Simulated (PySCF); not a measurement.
# NMR parameters from quadrupole coupling constants

Species: C4H10O2SSi.
Structure used (GFN2-xTB), in Å, numbered top down from 1:
```
atom  x, y, z in Å
C1     2.7684   -0.6046   -0.1658
C2     1.4581   -1.3632   -0.3317
Si3   -0.0459   -0.3034    0.0940
O4    -1.3105   -1.3557   -0.2450
C5    -2.5860   -1.1322   -0.0693
O6    -3.0661   -0.1323    0.3740
S7    -0.0485    1.4167   -1.1777
C8    -1.3150    2.4848   -0.4046
H9     2.7834    0.2683   -0.8126
H10    2.8904   -0.2679    0.8603
H11    3.6155   -1.2374   -0.4215
H12    1.3789   -1.7171   -1.3612
H13    1.4694   -2.2501    0.3025
H14   -0.1677    0.1133    1.4856
H15   -3.1852   -2.0027   -0.3892
H16   -1.5269    3.2715   -1.1201
H17   -0.9122    2.9097    0.5088
H18   -2.2089    1.9086   -0.1972
```

Computed at PBE0/pcSseg-1 (PySCF, non-relativistic):

| atom | environment | nucleus | spin I | Q (b) | CQ = χzz (MHz) | η |
| --- | --- | --- | --- | --- | --- | --- |
| O4 | oxygen singly bound to a carbonyl carbon | 17O | 5/2 | -0.0256 | -7.926 | 0.247 |
| O6 | carbonyl oxygen | 17O | 5/2 | -0.0256 | 9.716 | 0.285 |
| S7 | sulfur bonded to C and Si | 33S | 3/2 | -0.0678 | 33.929 | 0.911 |

Task: PQ = |CQ|√(1 + η²/3), νQ = 3|CQ|/[2I(2I − 1)], ν0 = |g|·7.62259 MHz/T·B with g(17O) = −0.75752, g(33S) = 0.42921: values at 18.8 T?

Result: 
| atom | PQ (MHz) | νQ (MHz) | ν0 (MHz) | νQ/ν0 |
| --- | --- | --- | --- | --- |
| O4 | 8.006 | 1.189 | 108.56 | 0.011 |
| O6 | 9.846 | 1.457 | 108.56 | 0.013 |
| S7 | 38.34 | 16.96 | 61.51 | 0.276 |

For O4: PQ = 7.926 × 1.0101, νQ = 7.926 × 0.1500, ν0 = 5.7742 MHz/T × 18.8 T.

Task: For half-integer spins with νQ below a tenth of ν0, find the second-order shift of the centre of gravity of the central transition at 18.8, 23.5 and 28.2 T.

Result: From −(3/40)(PQ/ν0)²[I(I + 1) − 3/4]/[I(2I − 1)]², which goes as 1/B² (ppm):

```tsv
site	18.8 T	23.5 T	28.2 T
17O at O4	-32.6	-20.9	-14.5
17O at O6	-49.4	-31.6	-21.9
```

Task: In the extreme-narrowing limit, with isotropic tumbling and one correlation time, the quadrupolar linewidth goes as PQ². What relative widths follow for the 17O sites?

Result: O6 1, O4 0.66, with O6 as 1.

The structure is a single GFN2-xTB conformer in the gas phase; no vibrational or solvent corrections. GFN2-xTB bond lengths can be off by several hundredths of an ångström, more for odd bonds, and the gradients follow them. A larger basis could move these couplings by a tenth or more.
